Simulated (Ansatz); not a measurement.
Total energies of `C=CCCCCCCCCC[S][Au]` from Ansatz at PBE-D4/def2-SVP, gas phase (1 Eh = 27.2114 eV = 2625.5 kJ/mol). The reference geometry is relaxed at PBE-D4/def2-SVP.

```
atom   x (Å)   y (Å)   z (Å)
  C1   1.201   1.921   5.378
  C2   1.803   1.732   4.191
  C3   1.478   2.482   2.928
  C4   0.830   1.620   1.825
  C5   1.722   0.495   1.286
  C6   1.068  -0.365   0.195
  C7   0.792   0.370  -1.123
  C8   0.223  -0.517  -2.238
  C9  -1.182  -1.066  -1.965
 C10  -1.739  -1.905  -3.120
 C11  -3.144  -2.435  -2.847
 S12  -3.831  -3.573  -4.108
Au13  -3.936  -2.296  -5.986
 H14   1.475   1.331   6.267
 H15   0.409   2.680   5.506
 H16   2.591   0.958   4.116
 H17   0.802   3.329   3.172
 H18   2.412   2.932   2.519
 H19  -0.115   1.182   2.218
 H20   0.534   2.293   0.992
 H21   2.669   0.933   0.894
 H22   2.021  -0.169   2.126
 H23   0.123  -0.792   0.597
 H24   1.725  -1.238  -0.018
 H25   0.093   1.218  -0.947
 H26   1.741   0.831  -1.477
 H27   0.918  -1.368  -2.424
 H28   0.200   0.062  -3.187
 H29  -1.872  -0.217  -1.756
 H30  -1.175  -1.682  -1.038
 H31  -1.063  -2.761  -3.335
 H32  -1.765  -1.298  -4.053
 H33  -3.148  -3.078  -1.937
 H34  -3.860  -1.610  -2.652
```

```tsv
state	geometry	energy (Eh)
charge 0 singlet	reference	-964.59333
charge 1 doublet	reference	-964.31734
charge 1 doublet	relaxed at PBE-D4/def2-SVP	-964.31908
charge -1 doublet	reference	-964.63634
free C atom (triplet)	–	-37.75124
free S atom (triplet)	–	-397.80063
free Au atom (doublet)	–	-135.74006
free H atom (doublet)	–	-0.49863
```

In the def2 sets Au takes a core potential; there is no spin–orbit coupling.

(1) Work out the vertical ionisation energy to the doublet.

(2) Work out the vertical electron affinity, to the doublet.

(3) Give the fundamental gap IE − EA, the Mulliken electronegativity (IE + EA)/2 and the hardness (IE − EA)/2.

(4) How much does the charge 1 doublet relax, and what is the adiabatic ionisation energy?

(5) What is the binding energy per atom against free atoms?

(1) E(charge 1 doublet) − E(charge 0 singlet) = -964.31734 − (-964.59333) = 0.27599 Eh = 7.51 eV. For comparison, −ε of the highest occupied level is 5.12 eV at this level, 2.39 eV less.

(2) E(charge 0 singlet) − E(charge -1 doublet) = -964.59333 − (-964.63634) = 0.04301 Eh = 1.17 eV. The basis lacks diffuse functions, which makes affinities too small.

(3) From the values in Eh: IE − EA = 0.27599 − 0.04301 = 0.23298 Eh = 6.34 eV; (IE + EA)/2 = 4.34 eV; (IE − EA)/2 = 3.17 eV. The HOMO–LUMO gap of the same run is 1.46 eV, 4.88 eV smaller than the fundamental gap.

(4) Relaxation: -964.31734 − (-964.31908) = 0.00174 Eh = 0.05 eV. Adiabatic ionisation energy: 0.27425 Eh = 7.46 eV, without zero-point energy. 

(5) Atoms: 11 × (-37.75124) + 1 × (-397.80063) + 1 × (-135.74006) + 21 × (-0.49863) = -959.27556 Eh. Binding: -959.27556 − (-964.59333) = 5.31777 Eh = 144.70 eV, or 4.26 eV for each of 34 atoms (no zero-point energy, no counterpoise term).

The restricted singlet is unstable towards broken spin symmetry in Hartree–Fock (as tested in another run); at PBE-D4/def2-SVP this wasn't settled. At PBE-D4/def2-SVP the gap within one spin of the charge 1 doublet nearly closes, so an electron or hole may be smeared out by delocalisation error. At PBE-D4/def2-SVP the gap within one spin of the relaxed charge 1 doublet nearly closes, so an electron or hole may be smeared out by delocalisation error. At PBE-D4/def2-SVP the gap within one spin of the charge -1 doublet nearly closes, so an electron or hole may be smeared out by delocalisation error. At PBE-D4/def2-SVP the highest occupied level of the charge -1 doublet lies above zero (up to 1.15 eV). By energy differences its removal costs 1.17 eV (vertical, to the charge 0 singlet, at PBE-D4/def2-SVP); self-interaction error and the lack of diffuse functions both raise the level.
